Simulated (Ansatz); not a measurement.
Dissociation curve of SMILES [Sn]([OH])([OH])([OH])[CH](C)C (C₃H₁₀O₃Sn). The C1–H17 bond (C1 also carries C, H, H; H17 carries nothing else) is stretched with both fragments frozen at the PBE0/def2-SVP, def2 effective core potentials past Kr optimised geometry.

- RKS-PBE = Ansatz (an electronic-structure program) with restricted PBE/def2-SVP, def2 effective core potentials past Kr
- UKS-PBE0 = unrestricted PBE0/def2-SVP, def2 effective core potentials past Kr (Ansatz)

Energies relative to the lowest point of each curve near equilibrium, in kJ/mol:

```json
[
 {"R / Å": "0.89", "RKS-PBE": "115.3"},
 {"R / Å": "0.97", "RKS-PBE": "38.9"},
 {"R / Å": "1.02", "RKS-PBE": "14.3"},
 {"R / Å": "1.10", "RKS-PBE": "0.0"},
 {"R / Å": "1.24", "RKS-PBE": "20.5"},
 {"R / Å": "1.33", "RKS-PBE": "50.0"},
 {"R / Å": "1.44", "RKS-PBE": "93.8"},
 {"R / Å": "1.59", "RKS-PBE": "157.9"},
 {"R / Å": "1.80", "RKS-PBE": "244.5"},
 {"R / Å": "2.29", "RKS-PBE": "403.4"},
 {"R / Å": "2.68", "RKS-PBE": "487.0"},
 {"R / Å": "3.23", "RKS-PBE": "558.6"}
]
```

Question: Predict the corresponding UKS-PBE0 column.

Answer: 0.89: 110.8; 0.97: 35.9; 1.02: 12.3; 1.10: 0.0; 1.24: 24.4; 1.33: 56.7; 1.44: 104.1; 1.59: 173.5; 1.80: 267.7; 2.29: 419.4; 2.68: 454.6; 3.23: 467.4 (kJ/mol).

The restricted form behind RKS-PBE keeps the bonding electrons paired and can't separate into open-shell fragments. The unrestricted determinant behind UKS-PBE0 is spin-contaminated at 2.01 to 3.23 Å (<S²> up to 1.0, against 0.00 for a pure singlet).
